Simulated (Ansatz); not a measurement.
The inner images of a band of BCl2H + FH (6 atoms, charge 0, multiplicity 1) are given out of order.

All numbers below come from Ansatz 0.2.0, RKS PBE/def2-SVP.

Image 0:

```xyz
6
Properties=species:S:1:pos:R:3
B 0.003 0.242 -0.075
H 0.008 0.405 1.129
Cl 1.522 0.269 -0.938
Cl -1.527 0.210 -0.919
F 0.055 -2.118 0.939
H 0.044 -1.411 1.555
```

Image 6:

```xyz
6
Properties=species:S:1:pos:R:3
B 0.014 -0.611 -0.719
H 0.024 0.227 2.386
Cl 1.527 0.207 -1.063
Cl -1.533 0.145 -1.049
F 0.041 -1.831 -0.204
H 0.033 -0.540 2.339
```

Task: Put them in order from the first end to the last, with their energies above the first end.
A.
```xyz
6
Properties=species:S:1:pos:R:3
B 0.017 -0.592 -0.374
H 0.017 0.208 1.691
Cl 1.532 0.217 -0.754
Cl -1.528 0.164 -0.738
F 0.041 -1.849 0.061
H 0.027 -0.551 1.806
```
B.
```xyz
6
Properties=species:S:1:pos:R:3
B 0.017 -0.489 -0.113
H 0.013 0.180 1.426
Cl 1.535 0.190 -0.737
Cl -1.528 0.140 -0.724
F 0.041 -1.805 0.319
H 0.027 -0.618 1.519
```
C.
```xyz
6
Properties=species:S:1:pos:R:3
B 0.007 0.055 0.001
H 0.009 0.326 1.203
Cl 1.538 0.175 -0.850
Cl -1.537 0.116 -0.832
F 0.049 -1.886 0.755
H 0.039 -1.189 1.413
```
D.
```xyz
6
Properties=species:S:1:pos:R:3
B 0.013 -0.222 0.019
H 0.012 0.199 1.281
Cl 1.545 0.166 -0.783
Cl -1.540 0.109 -0.767
F 0.045 -1.765 0.592
H 0.032 -0.889 1.348
```
E.
```xyz
6
Properties=species:S:1:pos:R:3
B 0.016 -0.602 -0.570
H 0.018 0.206 2.036
Cl 1.530 0.233 -0.868
Cl -1.530 0.180 -0.848
F 0.039 -1.859 -0.149
H 0.033 -0.560 2.089
```

Result: C (+0.10 eV), D (+0.47 eV), B (-0.52 eV), A (-1.13 eV), E (-1.28 eV).

Time of the run: 4.9 min on 1 thread of Intel(R) Xeon(R) Platinum 8488C (Sapphire Rapids), on a shared host, peak memory 0.15 GiB.
